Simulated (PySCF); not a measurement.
Radial density of He (helium, neutral)

UHF, 1s1 2p1, 1s spin antiparallel (an excited configuration). All numbers are calculated (PySCF 2.14, the non-relativistic Hamiltonian (point nucleus), in aug-cc-pVTZ (4s3p2d, 23 functions)).

| r (bohr) | 4πr²ρ (e/bohr) | 4πr²(ρα − ρβ) |
| --- | --- | --- |
| 0.0105 | 0.003332 | -0.0033 |
| 0.0176 | 0.009317 | -0.0093 |
| 0.0296 | 0.02555 | -0.0256 |
| 0.0498 | 0.06700 | -0.0670 |
| 0.0838 | 0.1632 | -0.1631 |
| 0.141 | 0.3650 | -0.3647 |
| 0.237 | 0.6924 | -0.6903 |
| 0.399 | 1.022 | -1.0087 |
| 0.671 | 0.9985 | -0.9345 |
| 1.13 | 0.5937 | -0.3158 |
| 1.90 | 0.5222 | 0.3971 |
| 3.19 | 0.2760 | 0.2736 |
| 5.37 | 0.001316 | 0.0013 |

The outer electron is Rydberg-like, and this basis confines it to a smaller radius and binds it less than a complete one would. With the s spin flipped the determinant is a mixture of two multiplicities, not a spectroscopic state. At UHF the highest occupied level has a positive energy, so only the finite basis holds that electron; for this excited configuration the basis is too tight for the outer shell.
